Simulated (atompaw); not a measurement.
# Sb: variants of one PAW (atompaw) potential

Base potential:

| Quantity | Value |
| --- | --- |
| Element | Sb |
| Generator | atompaw 4.2.0.5 |
| Type | PAW |
| Functional | LDA (PW92) |
| Relativity | scalar-relativistic |
| Frozen core | [Kr] |
| Valence charge | 15 |
| Reference configuration | 4d10 5s2 5p2 (charge +1) |
| Partial waves | 5s (bound): rc 2.40 bohr; 5s channel at 0.55 Ry: rc 2.40 bohr; 5p (bound): rc 2.40 bohr; 5p channel at -0.55 Ry: rc 2.40 bohr; 4d (bound): rc 2.40 bohr; 4d channel at -2.1 Ry: rc 2.40 bohr; 4f channel at 0.1 Ry: rc 2.40 bohr; 4f channel at 2.7 Ry: rc 2.40 bohr |
| Local potential | bessel scheme, radius 1.65 bohr |
| Core correction | smooth core density matched at 2.00 bohr |
| Augmentation charge | besselshape compensation charge, radius 1.85 bohr; PAW radius 2.40 bohr; waves and projectors: custom polynom2 7 10 vanderbiltortho |

All-electron outer shells of the reference configuration (LDA (PW92), scalar-relativistic, ld1.x):

| shell | level (eV) | outermost node (bohr) | outermost maximum (bohr) |
| --- | --- | --- | --- |
| 4p | -110.18 | 0.39 | 0.76 |
| 4d | -42.10 | 0.38 | 0.84 |
| 5s | -20.95 | 0.95 | 1.86 |
| 5p | -12.23 | 1.04 | 2.24 |

Cutoffs, loose and tight: the cutoffs (Ry, on a coarse ladder) from which the occupation-weighted sum of valence levels, in a spherical-Bessel basis at the reference potential, stays within 10 and 1 mRy of its value at 400 Ry. They see the waves, projectors and local potential, not the compensation charge or the core. A dash means not determined.

A true bound ghost makes a file unfit for plane-wave use even where its test errors are small: the radial tests pick states by their node count and pass the ghost by.

| change | outcome | cutoff, loose | cutoff, tight | bound ghosts |
| --- | --- | --- | --- | --- |
| base | generated | 35 Ry | 55 Ry | none |
| core correction smooth core density matched at 1.82 bohr | generated | 35 Ry | 55 Ry | none |
| wave 4f channel at 0.1 Ry: rc 2.40 bohr becomes 4f channel at 0.1 Ry: rc 1.26 bohr | generated | 35 Ry | 55 Ry | none |
| augmentation besselshape compensation charge, radius 2.18 bohr; PAW radius 2.40 bohr; waves and projectors: custom polynom2 7 10 vanderbiltortho | generated | 35 Ry | 55 Ry | none |
| augmentation besselshape compensation charge, radius 1.85 bohr; PAW radius 2.40 bohr; waves and projectors: custom rrkj vanderbiltortho | generated | 18 Ry | 30 Ry | none |
| augmentation besselshape compensation charge, radius 1.85 bohr; PAW radius 2.40 bohr; waves and projectors: custom rrkj gramschmidtortho | generated | 18 Ry | 30 Ry | none |

What comes out with this change to the base: all radii scaled by about 0.78 (s 1.86, p 1.86, d 1.86, f 1.86 bohr); local potential bessel scheme, radius 1.28 bohr; augmentation besselshape compensation charge, radius 1.42 bohr; PAW radius 1.86 bohr; waves and projectors: custom polynom2 7 10 vanderbiltortho; core correction smooth core density matched at 1.54 bohr?

outcome: generated; cutoff, loose: 25 Ry; cutoff, tight: 160 Ry; bound ghosts: s, p.
